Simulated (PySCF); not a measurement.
[TaCl6]- (charge -1 and singlet state).
Structure used (PBE0-D3(BJ)/def2-SVP), in Å, numbered top down from 1:
```xyz
7
TaCl6 angstrom
Ta     0.0126   -0.0139   -0.0101
Cl    -0.0030   -0.0242    2.3602
Cl     0.0209   -0.0011   -2.3801
Cl     2.3829    0.0074   -0.0021
Cl    -2.3572   -0.0421   -0.0299
Cl    -0.0049    2.3561    0.0043
Cl     0.0407   -2.3842   -0.0107
```

Computed with PySCF, PBE0-D3(BJ)/def2-SVP geometry optimisation, gas phase, def2 core potentials past Kr.

Task: Which atoms are bound to Ta1, and at what distances?

Result: 6 atoms: Cl3 2.370 Å, Cl6 2.370 Å, Cl5 2.370 Å, Cl2 2.370 Å, Cl4 2.370 Å, Cl7 2.370 Å.

Task: List the angles at Ta1.

Result: 
```json
{"angle": "Cl2–Ta1–Cl3", "degrees": "179.8", "distance of the outer atoms (Å)": "4.74"}
{"angle": "Cl4–Ta1–Cl5", "degrees": "179.7", "distance of the outer atoms (Å)": "4.74"}
{"angle": "Cl6–Ta1–Cl7", "degrees": "179.6", "distance of the outer atoms (Å)": "4.74"}
{"angle": "Cl3–Ta1–Cl7", "degrees": "90.3", "distance of the outer atoms (Å)": "3.36"}
{"angle": "Cl5–Ta1–Cl6", "degrees": "90.3", "distance of the outer atoms (Å)": "3.36"}
{"angle": "Cl2–Ta1–Cl4", "degrees": "90.2", "distance of the outer atoms (Å)": "3.36"}
{"angle": "Cl2–Ta1–Cl5", "degrees": "90.1", "distance of the outer atoms (Å)": "3.35"}
{"angle": "Cl3–Ta1–Cl6", "degrees": "90.0", "distance of the outer atoms (Å)": "3.35"}
{"angle": "Cl5–Ta1–Cl7", "degrees": "90.0", "distance of the outer atoms (Å)": "3.35"}
{"angle": "Cl3–Ta1–Cl4", "degrees": "90.0", "distance of the outer atoms (Å)": "3.35"}
{"angle": "Cl4–Ta1–Cl6", "degrees": "89.9", "distance of the outer atoms (Å)": "3.35"}
{"angle": "Cl2–Ta1–Cl6", "degrees": "89.9", "distance of the outer atoms (Å)": "3.35"}
{"angle": "Cl4–Ta1–Cl7", "degrees": "89.8", "distance of the outer atoms (Å)": "3.35"}
{"angle": "Cl2–Ta1–Cl7", "degrees": "89.8", "distance of the outer atoms (Å)": "3.35"}
{"angle": "Cl3–Ta1–Cl5", "degrees": "89.7", "distance of the outer atoms (Å)": "3.34"}
```

Task: What is the shape at Ta1?

Result: Octahedral: the three widest angles are 179.8°, 179.7° and 179.6°, the others run from 89.7° to 90.3°.

Task: What are the rotational constants (commonest isotopes, rigid rotor)?

Result: A = 643.7, B = 643.3, C = 642.4 MHz: a spherical top.

Point group: Oh (every atom within 0.08 Å of its image). Charge -1, singlet. The geometry's basis has no diffuse functions, a weakness for an anion. No PBE0-D3(BJ)/def2-SVP frequencies stand behind this structure, so it isn't proved a minimum.
